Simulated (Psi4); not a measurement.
C$_{4}$H$_{7}$ (SMILES C=C([CH2-])C), charge -1, singlet, at a GFN2-xTB geometry (a gas-phase anion, which may not be bound at this level); M06-2X/6-31G (Psi4).

Input for Psi4:
```
memory 2 GB

molecule {
-1 1
C    -0.19024082    0.13060277    1.42330928
C    -0.00498966    0.11664803    0.05908609
H    -0.28744948    1.05632604    1.97577308
H    -0.20755370   -0.77968074    2.01169741
C     0.08676696    1.20492954   -0.78061181
H     0.17732246    1.09117949   -1.85501323
H    -0.03223483    2.21755638   -0.41733078
C     0.10356375   -1.24871026   -0.60034753
H     0.36600386   -2.02101005    0.12619141
H    -0.84814294   -1.53662037   -1.06173446
H     0.86145311   -1.24857125   -1.38819972
}

set {
  basis 6-31g
}

energy('m06-2x')
print_variables()
```

Task: What does Psi4 print? Leave out banner, timings and long lists.

Result: 
```
   => Loading Basis Set <=

    Name: 6-31G
    Role: ORBITAL
    Keyword: BASIS

         ---------------------------------------------------------
                                   SCF
               by Justin Turney, Rob Parrish, Andy Simmonett
                          and Daniel G. A. Smith
                              RKS Reference
         ---------------------------------------------------------

  ==> Geometry <==

    Molecular point group: c1
    Full point group: C1

    Geometry (in Angstrom), charge = -1, multiplicity = 1:

       Center              X                  Y                   Z               Mass
    ------------   -----------------  -----------------  -----------------  -----------------
         C           -0.189711007357     0.108601635761     1.412341046537    12.000000000000
         C           -0.004459847357     0.094646895761     0.048117856537    12.000000000000
         H           -0.286919667357     1.034324905761     1.964804846537     1.007825032230
         H           -0.207023887357    -0.801681874239     2.000729176537     1.007825032230
         C            0.087296772643     1.182928405761    -0.791580043463    12.000000000000
         H            0.177852272643     1.069178355761    -1.865981463463     1.007825032230
         H           -0.031705017357     2.195555245761    -0.428299013463     1.007825032230
         C            0.104093562643    -1.270711394239    -0.611315763463    12.000000000000
         H            0.366533672643    -2.043011184239     0.115223176537     1.007825032230
         H           -0.847613127357    -1.558621504239    -1.072702693463     1.007825032230
         H            0.861982922643    -1.270572384239    -1.399167953463     1.007825032230

  Running in c1 symmetry.

  Rotational constants: A =      0.32028  B =      0.30916  C =      0.16207 [cm^-1]
  Rotational constants: A =   9601.63269  B =   9268.31851  C =   4858.65416 [MHz]
  Nuclear repulsion =  112.850406407078793

  Charge       = -1
  Multiplicity = 1
  Electrons    = 32
  Nalpha       = 16
  Nbeta        = 16

  ==> Algorithm <==

  SCF Algorithm Type is DF.
  DIIS enabled.
  MOM disabled.
  Fractional occupation disabled.
  Guess Type is SAD.
  Energy threshold   = 1.00e-06
  Density threshold  = 1.00e-06
  Integral threshold = 1.00e-12

  ==> Primary Basis <==

  Basis Set: 6-31G
    Blend: 6-31G
    Number of shells: 34
    Number of basis functions: 50
    Number of Cartesian functions: 50
    Spherical Harmonics?: false
    Max angular momentum: 1

  ==> DFT Potential <==

   => LibXC <=

    Version 7.1.2
    S. Lehtola, C. Steigemann, M. J. T. Oliveira, and M. A. L. Marques,  SoftwareX 7, 1–5 (2018) (10.1016/j.softx.2017.11.002)

   => Composite Functional: M06-2X <=

    Hybrid M06-2X Meta-GGA XC Functional  (10.1007/s00214-007-0310-x)
    Y. Zhao and D. G. Truhlar,  Theor. Chem. Acc., 120, 215, 2008

    Deriv               =              1
    GGA                 =           TRUE
    Meta                =           TRUE

    Exchange Hybrid     =           TRUE
    MP2 Hybrid          =          FALSE

   => Exchange Functionals <=

    1.0000   XC_HYB_MGGA_X_M06_2X

   => Exact (HF) Exchange <=

    0.5400               HF

   => Correlation Functionals <=

    1.0000   XC_MGGA_C_M06_2X

   => LibXC Density Thresholds  <==

    XC_MGGA_C_M06_2X:  1.00E-12
    XC_HYB_MGGA_X_M06_2X:  1.00E-15

   => Molecular Quadrature <=

    Radial Scheme          =       TREUTLER
    Pruning Scheme         =           NONE
    Nuclear Scheme         =       TREUTLER

    Blocking Scheme        =         OCTREE
    BS radius alpha        =              1
    Pruning alpha          =              1
    Radial Points          =             75
    Spherical Points       =            302
    Total Points           =         234708
    Total Blocks           =           1816
    Max Points             =            256
    Max Functions          =             50
    Weights Tolerance      =       1.00E-15

   => Loading Basis Set <=

    Name: (6-31G AUX)
    Role: JKFIT
    Keyword: DF_BASIS_SCF

  ==> Integral Setup <==

  SCF_SUBTYPE=INCORE selected. In-core MEM_DF algorithm will be used.
  Using in-core AOs.

  ==> MemDFJK: Density-Fitted J/K Matrices <==

    J tasked:                   Yes
    K tasked:                   Yes
    wK tasked:                   No
    Algorithm:                 Core
    Schwarz Cutoff:           1E-12
    Mask sparsity (%):       0.2400
    Fitting Condition:        1E-10

   => Auxiliary Basis Set <=

  Basis Set: (6-31G AUX)
    Blend: CC-PVDZ-JKFIT
    Number of shells: 159
    Number of basis functions: 499
    Number of Cartesian functions: 499
    Spherical Harmonics?: false
    Max angular momentum: 3

  Minimum eigenvalue in the overlap matrix is 4.7957460419E-03.
  Reciprocal condition number of the overlap matrix is 9.4713723748E-04.
    Using symmetric orthogonalization.

  ==> Pre-Iterations <==

  SCF Guess: Superposition of Atomic Densities via on-the-fly atomic UHF (no occupation information).

   -------------------------
    Irrep   Nso     Nmo
   -------------------------
     A         50      50
   -------------------------
    Total      50      50
   -------------------------

  ==> Iterations <==

                           Total Energy        Delta E     RMS |[F,P]|

   @DF-RKS iter SAD:  -155.77891131118940   -1.55779e+02   0.00000e+00
   @DF-RKS iter   1:  -156.07435973224452   -2.95448e-01   1.55842e-02 ADIIS/DIIS
   @DF-RKS iter   2:  -156.18638515354456   -1.12025e-01   1.32083e-02 ADIIS/DIIS
   @DF-RKS iter   3:  -156.43707415503104   -2.50689e-01   7.62460e-04 ADIIS/DIIS
   @DF-RKS iter   4:  -156.43768896679757   -6.14812e-04   4.40041e-04 ADIIS/DIIS
   @DF-RKS iter   5:  -156.43794469175188   -2.55725e-04   4.23436e-05 DIIS
   @DF-RKS iter   6:  -156.43794678911266   -2.09736e-06   2.11350e-05 DIIS
   @DF-RKS iter   7:  -156.43794736675233   -5.77640e-07   2.84140e-06 DIIS
   @DF-RKS iter   8:  -156.43794737350044   -6.74811e-09   2.01176e-06 DIIS
   @DF-RKS iter   9:  -156.43794737921635   -5.71592e-09   8.02614e-08 DIIS
  Energy and wave function converged.

  ==> Post-Iterations <==

   Electrons on quadrature grid:
      Ntotal   =   32.0000027215 ; deviation = 2.721e-06

    Orbital Energies [Eh]
    ---------------------

    Doubly Occupied:

       1A    -10.344594     2A    -10.315415     3A    -10.254515
       4A    -10.250750     5A     -0.671358     6A     -0.556105
       7A     -0.499008     8A     -0.360628     9A     -0.298780
      10A     -0.290276    11A     -0.281130    12A     -0.214684
      13A     -0.189212    14A     -0.167543    15A     -0.099742
      16A      0.057508

    Virtual:

      17A      0.326998    18A      0.332905    19A      0.374859
      20A      0.394235    21A      0.412237    22A      0.425332
      23A      0.429076    24A      0.469317    25A      0.492739
      26A      0.601455    27A      0.629193    28A      0.792710
      29A      0.813300    30A      0.826892    31A      0.872167
      32A      0.898433    33A      0.920868    34A      0.969640
      35A      0.993339    36A      1.006830    37A      1.021478
      38A      1.047949    39A      1.160467    40A      1.186378
      41A      1.200662    42A      1.225546    43A      1.230396
      44A      1.280405    45A      1.302856    46A      1.353822
      47A      1.473242    48A      1.525164    49A      1.555495
      50A      1.728638

    Final Occupation by Irrep:
              A
    DOCC [    16 ]
    NA   [    16 ]
    NB   [    16 ]

  @DF-RKS Final Energy:  -156.43794737921635

   => Energetics <=

    Nuclear Repulsion Energy =            112.8504064070787933
    One-Electron Energy =                -439.3599006584155404
    Two-Electron Energy =                 181.9076056920991107
    DFT Exchange-Correlation Energy =     -11.8360588199787404
    Empirical Dispersion Energy =           0.0000000000000000
    VV10 Nonlocal Energy =                  0.0000000000000000
    Total Energy =                       -156.4379473792163537

Computation Completed

Properties will be evaluated at   0.000000,   0.000000,   0.000000 [a0]

Properties computed using the SCF density matrix

 Multipole Moments:

 ------------------------------------------------------------------------------------
     Multipole            Electronic (a.u.)      Nuclear  (a.u.)        Total (a.u.)
 ------------------------------------------------------------------------------------

 L = 1.  Multiply by 2.5417464519 to convert [e a0] to [Debye]
 Dipole X            :         -0.0001787            0.0310370            0.0308583
 Dipole Y            :          0.3090220           -1.2888597           -0.9798377
 Dipole Z            :          0.1963346           -0.6425359           -0.4462013
 Magnitude           :                                                    1.0770932

 ------------------------------------------------------------------------------------

  Variable Map:
  ----------------------------------------------------------------------------
  "CURRENT ENERGY"              =>    -156.437947379216
  "CURRENT REFERENCE ENERGY"    =>    -156.437947379216
  "DD SOLVATION ENERGY"         =>       0.000000000000
  "DFT FUNCTIONAL TOTAL ENERGY" =>    -156.437947379216
  "DFT TOTAL ENERGY"            =>    -156.437947379216
  "DFT VV10 ENERGY"             =>       0.000000000000
  "DFT XC ENERGY"               =>     -11.836058819979
  "GRID ELECTRONS ALPHA"        =>      16.000001360731
  "GRID ELECTRONS BETA"         =>      16.000001360731
  "GRID ELECTRONS TOTAL"        =>      32.000002721463
  "NUCLEAR REPULSION ENERGY"    =>     112.850406407079
  "ONE-ELECTRON ENERGY"         =>    -439.359900658416
  "PCM POLARIZATION ENERGY"     =>       0.000000000000
  "PE ENERGY"                   =>       0.000000000000
  "SCF ITERATION ENERGY"        =>    -156.437947379216
  "SCF ITERATIONS"              =>       9.000000000000
  "SCF TOTAL ENERGY"            =>    -156.437947379216
  "TWO-ELECTRON ENERGY"         =>     181.907605692099
  "XC GRID RADIAL POINTS"       =>      75.000000000000
  "XC GRID SPHERICAL POINTS"    =>     302.000000000000
  "XC GRID TOTAL POINTS"        =>  234708.000000000000

  Array Variable Map:
  ----------------------------------------------------------------------------
  "CURRENT DIPOLE"              =>       0.030858300038 ... -0.446201258594 1 by 3
  "SCF DIPOLE"                  =>       0.030858300038 ... -0.446201258594 1 by 3
  "SCF TOTAL ENERGIES"          =>    -155.778911311189 ... -156.437947379216 1 by 10
```
